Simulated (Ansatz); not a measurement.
Basis-set extrapolation for CH$_{3}$BClFO (`BC(O)(F)Cl`) (PBE0-D4/def2-TZVP geometry, frozen core, Ansatz 0.2.0). Multiplicity 1, RHF reference.

```csv
,def2-TZVPP,def2-QZVPP
HF,-698.167407,-698.190594
MP2 correlation,-0.949659,-1.030314
CCSD(T) correlation,-1.019542,not run
```

Energies in hartree. Use E(X) = E(∞) + A·exp(−7.88·√X) for Hartree–Fock and E(X) = E(∞) + B·X^(−2.97) for correlation, with X = 3 and 4, and add CCSD(T) minus MP2 of the smaller set to the MP2 limit.

Question: What is the CCSD(T) energy at the basis-set limit?

Answer: HF limit: -698.190594 + (-0.023187) × 0.13774 = -698.19379. MP2 limit: -1.030314 + (-0.080655) × 0.74074 = -1.09006. Higher-order term: -1.019542 − (-0.949659) = -0.06988. Total: -699.35373 hartree, 104.7 kcal/mol below CCSD(T)/def2-TZVPP.
